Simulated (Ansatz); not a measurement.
Ansatz results at the PBE0-D4/def2-TZVP geometry: HOMO energy (B3LYP/def2-TZVPP) -7.36 eV; HOMO–LUMO gap (PBE/def2-TZVPP) 5.03 eV; LUMO energy (PBE0/def2-TZVPP) -0.26 eV.

Each molecule was computed in one conformer, which needn't be the lowest.

**Question.** Which molecule gave them?
A. `N[SiH](Br)CO`
B. `N[SiH](O)CBr`
C. `OCN[SiH2]Br`
D. `[SeH][SiH]1[CH2][AlH]1`

**Answer.** B. The others give `N[SiH](Br)CO`: -7.40, 5.49, 0.26; `[SeH][SiH]1[CH2][AlH]1`: -5.90, 2.35, -2.03; `OCN[SiH2]Br`: -7.48, 5.65, 0.20.

B3LYP here is the variant with VWN-RPA as its local correlation; programs differ in this.
